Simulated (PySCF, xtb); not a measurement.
SnHF3, SMILES [F][SnH]([F])[F].

GFN2-xTB run with xtb at its own geometry gives an orbital gap of 4.86 eV and a dipole moment of 4.97 D.

The structure is a stationary point at B3LYP-D3(BJ)/def2-SVP. The def2 effective core potentials stand for the cores of Sn; spin–orbit coupling is left out.

Q: What does r2SCAN/def2-TZVPD (PySCF) give? (An estimate is asked for; the answer gives what the named calculation found.)

A: gap 6.52 eV (levels -9.79 and -3.27 eV), dipole 3.33 D.
